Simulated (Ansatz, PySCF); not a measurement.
difluoro(prop-1-en-2-yl)borane (C₃H₅BF₂), SMILES B(C(=C)C)(F)F. Atoms are numbered in the order given.

```xyz
11

C      1.3253    -1.3429    -0.1223
C      0.1078    -0.7742    -0.0527
C     -1.1695    -1.5762    -0.0701
B      0.0209     0.7749     0.0506
F     -1.1501     1.3941     0.1235
F      1.0994     1.5464     0.0708
H      1.4554    -2.4289    -0.1956
H      2.2368    -0.7384    -0.1081
H     -1.8116    -1.2805    -0.9168
H     -1.7636    -1.3952     0.8416
H     -0.9753    -2.6569    -0.1458
```

The structure is a stationary point at B3LYP-D3(BJ)/def2-SVP. Other conformers were not sampled.

Two levels are set side by side: PBE-D3(BJ)/def2-SVP (Ansatz, a first-principles code) and B3LYP-D3(BJ)/def2-SVP (Ansatz). Each level has its own optimised geometry; the coordinates shown are those of the second. Frequencies come from the Hessian of PySCF at each geometry. Differences are taken from unrounded values.

```json
[
 {"quantity": "mean bond length (Å)", "B3LYP-D3(BJ)": "1.256", "PBE-D3(BJ)": "1.263", "PBE-D3(BJ) minus B3LYP-D3(BJ)": "0.007"},
 {"quantity": "bond C1–C2 (Å)", "B3LYP-D3(BJ)": "1.346", "PBE-D3(BJ)": "1.355", "PBE-D3(BJ) minus B3LYP-D3(BJ)": "0.009"},
 {"quantity": "bond C2–C3 (Å)", "B3LYP-D3(BJ)": "1.508", "PBE-D3(BJ)": "1.508", "PBE-D3(BJ) minus B3LYP-D3(BJ)": "0.000"},
 {"quantity": "bond C2–B4 (Å)", "B3LYP-D3(BJ)": "1.555", "PBE-D3(BJ)": "1.560", "PBE-D3(BJ) minus B3LYP-D3(BJ)": "0.005"},
 {"quantity": "bond B4–F5 (Å)", "B3LYP-D3(BJ)": "1.327", "PBE-D3(BJ)": "1.336", "PBE-D3(BJ) minus B3LYP-D3(BJ)": "0.009"},
 {"quantity": "bond B4–F6 (Å)", "B3LYP-D3(BJ)": "1.326", "PBE-D3(BJ)": "1.336", "PBE-D3(BJ) minus B3LYP-D3(BJ)": "0.009"},
 {"quantity": "bond C1–H7 (Å)", "B3LYP-D3(BJ)": "1.096", "PBE-D3(BJ)": "1.104", "PBE-D3(BJ) minus B3LYP-D3(BJ)": "0.008"},
 {"quantity": "bond C1–H8 (Å)", "B3LYP-D3(BJ)": "1.094", "PBE-D3(BJ)": "1.102", "PBE-D3(BJ) minus B3LYP-D3(BJ)": "0.008"},
 {"quantity": "bond C3–H9 (Å)", "B3LYP-D3(BJ)": "1.103", "PBE-D3(BJ)": "1.111", "PBE-D3(BJ) minus B3LYP-D3(BJ)": "0.008"},
 {"quantity": "bond C3–H10 (Å)", "B3LYP-D3(BJ)": "1.103", "PBE-D3(BJ)": "1.111", "PBE-D3(BJ) minus B3LYP-D3(BJ)": "0.007"},
 {"quantity": "bond C3–H11 (Å)", "B3LYP-D3(BJ)": "1.101", "PBE-D3(BJ)": "1.108", "PBE-D3(BJ) minus B3LYP-D3(BJ)": "0.007"},
 {"quantity": "highest harmonic wavenumber (cm⁻¹)", "B3LYP-D3(BJ)": "3223", "PBE-D3(BJ)": "3159", "PBE-D3(BJ) minus B3LYP-D3(BJ)": "-64"},
 {"quantity": "mean harmonic wavenumber (cm⁻¹)", "B3LYP-D3(BJ)": "1302", "PBE-D3(BJ)": "1267", "PBE-D3(BJ) minus B3LYP-D3(BJ)": "-35"},
 {"quantity": "zero-point energy (kcal/mol)", "B3LYP-D3(BJ)": "50.26", "PBE-D3(BJ)": "48.91", "PBE-D3(BJ) minus B3LYP-D3(BJ)": "-1.35"}
]
```

Exact exchange shortens and stiffens bonds; PBE has none. Differences between two approximate levels are no errors against the true value.
